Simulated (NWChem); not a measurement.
System: C$_{3}$HCl$_{2}$F; SMILES ClC(=C=CF)Cl

The following NWChem deck was run.

```
start job
memory heap 200 mb stack 900 mb global 1100 mb
geometry units angstroms noautoz
  F      0.450661     3.083612     0.000000
  C     -0.497096     2.154981     0.000000
  C     -0.251455     0.869399     0.000000
  C     -0.072562    -0.424920     0.000000
  Cl     0.057555    -1.351865    -1.451690
  Cl     0.057555    -1.351865     1.451690
  H     -1.507595     2.580181     0.000000
end
basis spherical
  * library sto-3g
end
dft
  xc b3lyp
  iterations 150
  mulliken
end
task dft energy
```

All runs use the structure optimised with PBE0/def2-SVP. B3LYP is NWChem's, with the RPA form of VWN correlation.

Problem. Predict the main results of this run. (B3LYP/STO-3G.) Quantities: basis functions; energy (Ha); highest occupied level (eV); orbital gap (eV); dipole (D).

Solution. 
- number of basis functions = 39
- energy (Ha) = -1122.15
- highest occupied level (eV) = -5.64
- orbital gap (eV) = 6.96
- dipole (D) = 2.37
